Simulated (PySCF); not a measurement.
Magnetic shielding above rings: a mixed set.

Definitions: NICS(0) = −σiso at the ring centroid; NICS(1) = −σiso and NICS(1)zz = −σzz at ±1 Å along the ring normal z. Level: GIAO PBE0/pcSseg-1 (PySCF, non-relativistic, gas phase) on the GFN2-xTB geometries, one conformer each. Atom numbers follow the mapped SMILES.

Question: Order these rings by mean NICS(1)zz, lowest (most negative) first (ppm).
A. ring C3–C4–P5–C6–C7–C8 in `[O:1]=[CH:2][c:3]1[cH:4][p:5][cH:6][cH:7][c:8]1[CH:9]1[CH2:10][CH2:11]1`
B. ring C3–C4–C6 in `[CH3:1][O:2][C@@H:3]1[C@H:4]([SiH3:5])[C@@H:6]1[S:7]([CH3:8])(=[O:9])=[O:10]`
C. ring C4–C5–C6–N8–N10 in `[CH3:1][CH2:2][CH2:3][c:4]1[cH:5][c:6]([Cl:7])[n:8]([CH3:9])[n:10]1`
D. ring N3–N4–C5–P6–C7 in `[CH2:1]=[CH:2][n:3]1[n:4][cH:5][p:6][c:7]1[O:8][CH3:9]`
E. ring N5–N6–N7–C8–C9 in `[CH3:1][C:2]([CH3:3])([CH3:4])[n:5]1[n:6][n:7][cH:8][c:9]1[SiH3:10]`

Answer: E (-33.6), C (-26.6), A (-24.6), D (-22.8), B (-20.4).

| SMILES | ring | NICS(0) | NICS(1) | NICS(1)zz | HOMA | rms pucker (Å) | ring atoms with four or more neighbours |
| --- | --- | --- | --- | --- | --- | --- | --- |
| CC(C)(C)n1nncc1[SiH3] | 5-membered ring with 3 N; formal bonds all aromatic | -12.8 | -13.5 | -33.6 | 0.96 | 0.00 | 0 |
| CCCc1cc(Cl)n(C)n1 | 5-membered ring with 2 N; formal bonds all aromatic | -12.4 | -10.8 | -26.6 | 0.95 | 0.00 | 0 |
| O=Cc1cpccc1C1CC1 | 6-membered ring with P; formal bonds all aromatic | -6.9 | -10.4 | -24.6 | 0.94 | 0.01 | 0 |
| C=Cn1ncpc1OC | 5-membered ring with 2 N and P; formal bonds all aromatic | -10.8 | -10.5 | -22.8 | 0.82 | 0.00 | 0 |
| CO[C@@H]1[C@H]([SiH3])[C@@H]1S(C)(=O)=O | 3-membered carbocycle; formal bonds all single | -40.3 | -9.1 | -20.4 | – | 0.00 | 3 |

NICS(0) gives another order. The isotropic NICS(1) gives another order. Over the 4 rings with a HOMA value its correlation coefficient with NICS(1)zz is -0.66. HOMA uses Krygowski's 1993 parameters; it is left out where a ring has a four-coordinate atom, a triple bond, no multiple bond or a kind of bond without parameters. NICS(1) and NICS(1)zz are means over the two faces.
